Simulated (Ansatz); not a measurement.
Geometry optimisation, RHF/def2-SVP in Ansatz 0.2.0.

input.yaml

```yaml
crystal:
  periodic: [false, false, false]
  atoms:
    - { symbol: Ge, position_ang: [-0.163744, -0.176902, -0.036594] }
    - { symbol: H, position_ang: [-0.308763, -0.080012, 1.496161] }
    - { symbol: O, position_ang: [1.583064, -0.198765, -0.36563] }
    - { symbol: H, position_ang: [1.909553, -0.930434, -0.865897] }
    - { symbol: H, position_ang: [-0.809447, 1.010957, -0.735904] }
    - { symbol: H, position_ang: [-0.749995, -1.502002, -0.545631] }
    - { symbol: O, position_ang: [1.307564, 1.949917, 1.431943] }
    - { symbol: H, position_ang: [1.975321, 1.537528, 0.89909] }
    - { symbol: H, position_ang: [0.948347, 1.226414, 1.965061] }
basis:
  gaussian: { orbitals: def2-SVP }
hamiltonian:
  xc: hf
relax:
  f_tol: 0.03
  max_steps: 50
output:
  orbitals: {}
```

Command:

```bash
$ ansatz run input.yaml --threads 1 --pin off --max-ram 2048MiB --backend cpu --events-out ev --progress --plain --runs-dir out
```

Q: Where does it end, and by what steps?

A: The forces met the threshold. After 14 steps the energy has fallen by 0.223 eV; H9 moved furthest, 0.97 Å.

| step | energy less start (eV) | largest force component (eV/Å) | accepted |
| --- | --- | --- | --- |
| 0 | 0.0000 | 1.210 | yes |
| 1 | -0.1153 | 0.566 | yes |
| 2 | -0.1419 | 0.512 | yes |
| 3 | -0.0480 | 2.472 | no |
| 4 | -0.1678 | 0.318 | yes |
| 5 | -0.1697 | 1.021 | yes |
| 6 | -0.2044 | 0.353 | yes |
| 7 | -0.2115 | 0.337 | yes |
| 8 | -0.2106 | 0.452 | no |
| 9 | -0.2140 | 0.082 | yes |
| 10 | -0.2174 | 0.096 | yes |
| 11 | -0.2208 | 0.077 | yes |
| 12 | -0.2212 | 0.117 | yes |
| 13 | -0.2218 | 0.243 | yes |
| 14 | -0.2229 | 0.020 | yes |

```xyz
9
Properties=species:S:1:pos:R:3
Ge -0.313 -0.347 -0.101
H -0.732 -0.390 1.363
O 1.471 -0.329 -0.105
H 1.899 -0.639 -0.889
H -0.848 0.890 -0.821
H -0.763 -1.617 -0.838
O 1.499 2.081 1.418
H 1.846 1.365 0.899
H 1.634 1.822 2.317
```

Whether the end is a true minimum wasn't checked by a vibrational analysis.

Time of the run: 29 s on 1 thread of Arm Neoverse V1, on a shared host, peak memory 0.17 GiB.
